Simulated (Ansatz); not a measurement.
CaCl$_{2}$ (SMILES [Cl][Ca][Cl]), singlet, geometry from GFN2-xTB (such geometries of metal compounds can be far from the true shape); HF/6-31G* run with Ansatz (a first-principles code).

The Ansatz input:
Ansatz 0.2 input:
```yaml
crystal:
  periodic: [false, false, false]
  atoms:
    - {symbol: Ca, position_ang: [0.20833325, -0.77248415, -0.00231624]}
    - {symbol: Cl, position_ang: [1.27221329, 0.83465715, -1.36523888]}
    - {symbol: Cl, position_ang: [-1.51731124, 0.07414773, 1.36796387]}
basis:
  gaussian:
    orbitals: 6-31G*
hamiltonian:
  xc: hf
accuracy: high
```

Output, abridged:

```
Functional definition: HF
1394 factors; integrals over basis functions are off by at most 3.4e-9 eV
mean field evaluation 1: about -43423.9040 eV, gradient 2.0e1 eV
mean field evaluation 2: about -43423.9213 eV, gradient 2.1e1 eV
mean field evaluation 4: about -43425.4783 eV, gradient 1.1e0 eV
mean field evaluation 8: about -43425.4909 eV, gradient 2.0e-3 eV
mean field -43425.49086642 eV, -1595.8573544858 hartree, gradient 2.2e-8 eV, S^2 0.000000; 0 other end points of the search recorded, 0 dependent functions left out
reference -43425.49086642 eV, -1595.8573544858 hartree; 27, 27 occupied and 46, 46 virtual orbitals, 1394 factors
Total energy: -43425.49086642 eV, -1595.8573544858 hartree
```
